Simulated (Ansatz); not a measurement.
Start from `[SiH3]S[SiH]1CO1` and change one atom or group to get `I[SiH]1CO1`.

Ansatz, PBE0-D4/def2-TZVP geometries, multiplicity 1. Each molecule was computed in one conformer, which needn't be the lowest.

Elements past krypton have def2 core potentials.

```tsv
property	`[SiH3]S[SiH]1CO1`
HOMO energy (ωB97M-V/def2-TZVPP) / eV	-9.61
LUMO energy (B3LYP/def2-TZVPP) / eV	-0.63
HOMO energy (PBE/def2-TZVPP) / eV	-6.20
size of the dipole moment (ωB97M-V/def2-TZVPP) / D	2.11
LUMO energy (PBE0/def2-TZVPP) / eV	-0.44
size of the dipole moment (B3LYP/def2-TZVPP) / D	2.08
```

Question: Give the same properties after the change, and the shifts. (Best estimate.)

Answer: The calculation gave: 
```
                                          property  `I[SiH]1CO1`  shift
             HOMO energy (ωB97M-V/def2-TZVPP) / eV         -9.75  -0.14
               LUMO energy (B3LYP/def2-TZVPP) / eV         -1.03  -0.40
                 HOMO energy (PBE/def2-TZVPP) / eV         -6.40  -0.20
size of the dipole moment (ωB97M-V/def2-TZVPP) / D          1.68  -0.43
                LUMO energy (PBE0/def2-TZVPP) / eV         -0.79  -0.35
  size of the dipole moment (B3LYP/def2-TZVPP) / D          1.65  -0.43
```

With PBE0 the HOMO falls by 0.17 eV and the LUMO falls by 0.35 eV, so the gap narrows by about 0.18 eV. PBE moves the HOMO by -0.20 eV and ωB97M-V by -0.14 eV. Dipoles are sizes alone; their direction can turn.

B3LYP here is the variant with VWN-RPA as its local correlation; programs differ in this.

Spin–orbit coupling is left out; it splits and shifts lone-pair levels of the heavy atoms by tenths of an eV.
